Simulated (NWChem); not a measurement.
System: Si2H5O, doublet; SMILES [SiH2]O[SiH3]

NWChem printed, in part:

```
             Northwest Computational Chemistry Package (NWChem) 7.3.0
             --------------------------------------------------------

 C1  symmetry detected

                             Geometry "geometry" -> ""
                             -------------------------

 Output coordinates in angstroms (scale by  1.889725989 to convert to a.u.)

  No.       Tag          Charge          X              Y              Z
 ---- ---------------- ---------- -------------- -------------- --------------
    1 Si                  14.0000     0.00032626     1.65172466    -0.01417360
    2 O                    8.0000    -0.00057201     0.04568634    -0.25392942
    3 Si                  14.0000     0.00005724    -1.54498241     0.03957627
    4 H                    1.0000    -1.23428039     2.00829085     0.67047990
    5 H                    1.0000     1.23241016     2.00430177     0.67707634
    6 H                    1.0000     1.12836995    -1.83674266     0.92315405
    7 H                    1.0000    -1.27266970    -1.87287825     0.68002326
    8 H                    1.0000     0.14537703    -2.16285387    -1.27493546

 Effective nuclear repulsion energy (a.u.)     150.7262456528

                                Z-matrix (autoz)
                                --------

 Units are Angstrom for bonds and degrees for angles

[...]

      ----------------------
      Optimization converged
      ----------------------

  Step       Energy      Delta E   Gmax     Grms     Xrms     Xmax
  ---- ---------------- -------- -------- -------- -------- --------
@   17    -656.64827959 -2.3D-07  0.00002  0.00001  0.00023  0.00068
                                     ok       ok       ok       ok

                                Z-matrix (autoz)
                                --------

 Units are Angstrom for bonds and degrees for angles

      Type          Name      I     J     K     L     M      Value     Gradient
      ----------- --------  ----- ----- ----- ----- ----- ---------- ----------
    1 Stretch                  1     2                       1.65683    0.00002
    2 Stretch                  1     4                       1.49932   -0.00000
    3 Stretch                  1     5                       1.49874    0.00000
    4 Stretch                  2     3                       1.65665    0.00002
    5 Stretch                  3     6                       1.49142    0.00000
    6 Stretch                  3     7                       1.49186    0.00000
    7 Stretch                  3     8                       1.49460   -0.00001
    8 Bend                     1     2     3               152.68047   -0.00000
    9 Bend                     2     1     4               109.40862   -0.00000
   10 Bend                     2     1     5               109.14001   -0.00000
   11 Bend                     2     3     6               109.26715   -0.00000
   12 Bend                     2     3     7               109.46614   -0.00000
   13 Bend                     2     3     8               110.20482   -0.00000
   14 Bend                     4     1     5               109.94173    0.00000
   15 Bend                     6     3     7               109.33740    0.00000
   16 Bend                     6     3     8               109.30746    0.00000
   17 Bend                     7     3     8               109.24165    0.00000
   18 Torsion                  1     2     3     6         124.67117   -0.00001
   19 Torsion                  1     2     3     7        -115.61990   -0.00001
   20 Torsion                  1     2     3     8           4.54772   -0.00001
   21 Torsion                  3     2     1     4         114.20349    0.00001
   22 Torsion                  3     2     1     5        -125.46168    0.00001

                         Geometry "geometry" -> "geometry"
                         ---------------------------------

 Output coordinates in angstroms (scale by  1.889725989 to convert to a.u.)

[...]

 Rotational Constants
 --------------------
 A=   1.491492 cm-1  (  2.145876 K)
 B=   0.096894 cm-1  (  0.139406 K)
 C=   0.096429 cm-1  (  0.138737 K)

 Temperature                      =   298.15K
 frequency scaling parameter      =   1.0000

 Zero-Point correction to Energy  =   28.235 kcal/mol  (  0.044995 au)
 Thermal correction to Energy     =   31.473 kcal/mol  (  0.050156 au)
 Thermal correction to Enthalpy   =   32.065 kcal/mol  (  0.051099 au)

 Total Entropy                    =   73.319 cal/mol-K
   - Translational                =   38.921 cal/mol-K (mol. weight =  76.9879)
   - Rotational                   =   24.252 cal/mol-K (symmetry #  =        1)
   - Vibrational                  =   10.145 cal/mol-K

 Cv (constant volume heat capacity) =   15.977 cal/mol-K
   - Translational                  =    2.979 cal/mol-K
   - Rotational                     =    2.979 cal/mol-K
   - Vibrational                    =   10.018 cal/mol-K

[normal modes left out]

 ----------------------------------------------------------------------------
 Normal Eigenvalue ||           Projected Infra Red Intensities
  Mode   [cm**-1]  || [atomic units] [(debye/angs)**2] [(KM/mol)] [arbitrary]
 ------ ---------- || -------------- ----------------- ---------- -----------
    1      -44.581 ||    0.001543           0.036         1.504       0.172
    2       -0.000 ||    0.000004           0.000         0.004       0.000
    3       -0.000 ||    0.000000           0.000         0.000       0.000
    4       -0.000 ||    0.000023           0.001         0.023       0.003
    5       -0.000 ||    0.000575           0.013         0.560       0.064
    6        0.000 ||    0.000021           0.000         0.020       0.002
    7        0.000 ||    0.000000           0.000         0.000       0.000
    8       61.864 ||    0.000111           0.003         0.108       0.012
    9       87.871 ||    0.001766           0.041         1.722       0.197
   10      579.755 ||    0.000250           0.006         0.243       0.028
   11      710.720 ||    0.011542           0.266        11.252       1.286
   12      725.938 ||    0.025463           0.587        24.823       2.836
   13      730.465 ||    0.073937           1.706        72.078       8.236
   14      797.240 ||    0.167771           3.871       163.552      18.688
   15      924.944 ||    0.276187           6.372       269.241      30.765
   16      948.270 ||    0.084806           1.957        82.673       9.447
   17      952.332 ||    0.084001           1.938        81.888       9.357
   18      995.736 ||    0.324228           7.480       316.074      36.116
   19     1128.048 ||    0.465507          10.740       453.799      51.854
   20     2176.816 ||    0.100788           2.325        98.253      11.227
   21     2209.132 ||    0.160990           3.714       156.941      17.933
   22     2232.919 ||    0.113998           2.630       111.131      12.698
   23     2247.688 ||    0.141194           3.257       137.643      15.728
   24     2250.273 ||    0.119845           2.765       116.831      13.350
 ----------------------------------------------------------------------------

 ===============================================================================
      Negative Nuclear Hessian Mode    1  Eigenvalue =    -44.58 cm**(-1)
 -------------------------------------------------------------------------------
   Raw step length:  0.334 angstroms ;  The Raw step for this mode is:
    1 Si                  14.0000    -0.01926589    -0.00086925    -0.00013630
    2 O                    8.0000     0.09797820    -0.00045430     0.00215683
    3 Si                  14.0000    -0.02243305     0.00128197    -0.00064663
    4 H                    1.0000    -0.10624988    -0.10700917    -0.09026135
    5 H                    1.0000    -0.12205622     0.09715245     0.08174178
    6 H                    1.0000    -0.09868648    -0.08330847     0.04968004
    7 H                    1.0000    -0.08959210     0.09210245    -0.05591274
    8 H                    1.0000     0.01915047    -0.00318419     0.00225579

  Geometry after  100.0% step for mode  1; Step length =  0.334 angstroms
   Maximum component (any atom: x,y, or z) displacement:  0.231
    1 Si                  14.0000     0.00579917     1.60730300    -0.06803495
    2 O                    8.0000     0.12209508     0.02196094     0.41431267
    3 Si                  14.0000    -0.01798622    -1.60525638     0.11048389
    4 H                    1.0000    -1.35595372     2.15589983     0.28255688
    5 H                    1.0000     1.07652686     2.40466691     0.63028847
    6 H                    1.0000     1.07486124    -2.32839791     0.83147695
    7 H                    1.0000    -1.34573218    -2.10414403     0.59263889
    8 H                    1.0000     0.09825336    -1.86377445    -1.35757404

  Geometry after -100.0% step for mode  1; Step length =  0.334 angstroms
   Maximum component (any atom: x,y, or z) displacement:  0.231
    1 Si                  14.0000     0.04433094     1.60904149    -0.06776235
    2 O                    8.0000    -0.07386132     0.02286954     0.40999902
    3 Si                  14.0000     0.02687989    -1.60782032     0.11177715
    4 H                    1.0000    -1.14345396     2.36991817     0.46307957
    5 H                    1.0000     1.32063931     2.21036202     0.46680491
    6 H                    1.0000     1.27223419    -2.16178096     0.73211687
    7 H                    1.0000    -1.16654797    -2.28834892     0.70446436
    8 H                    1.0000     0.05995241    -1.85740607    -1.36208563

  Geometry after   50.0% step for mode  1; Step length =  0.167 angstroms
   Maximum component (any atom: x,y, or z) displacement:  0.115
    1 Si                  14.0000     0.01543211     1.60773762    -0.06796680
    2 O                    8.0000     0.07310598     0.02218809     0.41323425
    3 Si                  14.0000    -0.00676969    -1.60589737     0.11080721
    4 H                    1.0000    -1.30282878     2.20940442     0.32768756
    5 H                    1.0000     1.13755497     2.35609069     0.58941758
    6 H                    1.0000     1.12420448    -2.28674367     0.80663693
    7 H                    1.0000    -1.30093612    -2.15019525     0.62059525
    8 H                    1.0000     0.08867812    -1.86218235    -1.35870194

  Geometry after  -50.0% step for mode  1; Step length =  0.167 angstroms
   Maximum component (any atom: x,y, or z) displacement:  0.115
    1 Si                  14.0000     0.03469800     1.60860687    -0.06783050
    2 O                    8.0000    -0.02487222     0.02264239     0.41107743
    3 Si                  14.0000     0.01566336    -1.60717934     0.11145383
    4 H                    1.0000    -1.19657890     2.31641359     0.41794890
    5 H                    1.0000     1.25961119     2.25893824     0.50767580
    6 H                    1.0000     1.22289095    -2.20343520     0.75695689
    7 H                    1.0000    -1.21134402    -2.24229770     0.67650799
    8 H                    1.0000     0.06952765    -1.85899816    -1.36095773

  Geometry after   86.7% step for mode  1; Step length =  0.290 angstroms
   Maximum component (any atom: x,y, or z) displacement:  0.200
    1 Si                  14.0000     0.00835952     1.60741852    -0.06801684
    2 O                    8.0000     0.10907417     0.02202132     0.41402603
    3 Si                  14.0000    -0.01500496    -1.60542675     0.11056983
    4 H                    1.0000    -1.34183354     2.17012091     0.29455225
    5 H                    1.0000     1.09274763     2.39175575     0.61942532
    6 H                    1.0000     1.08797627    -2.31732655     0.82487468
    7 H                    1.0000    -1.33382575    -2.11638407     0.60006946
    8 H                    1.0000     0.09570834    -1.86335128    -1.35787383

  Geometry after  -86.7% step for mode  1; Step length =  0.290 angstroms
   Maximum component (any atom: x,y, or z) displacement:  0.200
    1 Si                  14.0000     0.04177058     1.60892597    -0.06778046
    2 O                    8.0000    -0.06084042     0.02280917     0.41028565
    3 Si                  14.0000     0.02389863    -1.60764995     0.11169121
    4 H                    1.0000    -1.15757413     2.35569709     0.45108421
    5 H                    1.0000     1.30441853     2.22327318     0.47766806
    6 H                    1.0000     1.25911916    -2.17285232     0.73871914
    7 H                    1.0000    -1.17845440    -2.27610888     0.69703378
    8 H                    1.0000     0.06249743    -1.85782923    -1.36178584

  Geometry after   43.4% step for mode  1; Step length =  0.145 angstroms
   Maximum component (any atom: x,y, or z) displacement:  0.100
    1 Si                  14.0000     0.01671229     1.60779538    -0.06795774
    2 O                    8.0000     0.06659553     0.02221828     0.41309094
    3 Si                  14.0000    -0.00527906    -1.60598255     0.11085017
    4 H                    1.0000    -1.29576869     2.21651496     0.33368524
    5 H                    1.0000     1.14566536     2.34963511     0.58398601
    6 H                    1.0000     1.13076199    -2.28120799     0.80333579
    7 H                    1.0000    -1.29498291    -2.15631527     0.62431054
    8 H                    1.0000     0.08740561    -1.86197077    -1.35885183

  Geometry after  -43.4% step for mode  1; Step length =  0.145 angstroms
   Maximum component (any atom: x,y, or z) displacement:  0.100
    1 Si                  14.0000     0.03341782     1.60854911    -0.06783955
    2 O                    8.0000    -0.01836177     0.02261221     0.41122074
    3 Si                  14.0000     0.01417273    -1.60709415     0.11141087
    4 H                    1.0000    -1.20363898     2.30930305     0.41195122
    5 H                    1.0000     1.25150081     2.26539382     0.51310738
    6 H                    1.0000     1.21633344    -2.20897088     0.76025803
    7 H                    1.0000    -1.21729724    -2.23617768     0.67279270
    8 H                    1.0000     0.07080016    -1.85920974    -1.36080784
```

Level: PBE0/def2-SVP, spin-unrestricted. The optimisation ended at a saddle point (imaginary frequency).

Task: Which NWChem input produces such a log?

Result: This is not unique; one that fits is the input that was run:
```
start job
memory heap 200 mb stack 900 mb global 1100 mb
geometry units angstroms
  Si     1.530316    -0.417198     0.365475
  O     -0.051088    -0.081554     0.212677
  Si    -1.454146     0.424584    -0.413123
  H      1.881818    -1.410485    -0.639498
  H      2.266447     0.837417     0.300512
  H     -1.280109     1.813390    -0.837213
  H     -1.764724    -0.441185    -1.549568
  H     -2.414888     0.289585     0.677553
end
basis spherical
  * library def2-svp
end
dft
  odft
  mult 2
  xc pbe0
  iterations 150
end
driver
  maxiter 120
end
task dft optimize
task dft freq
```
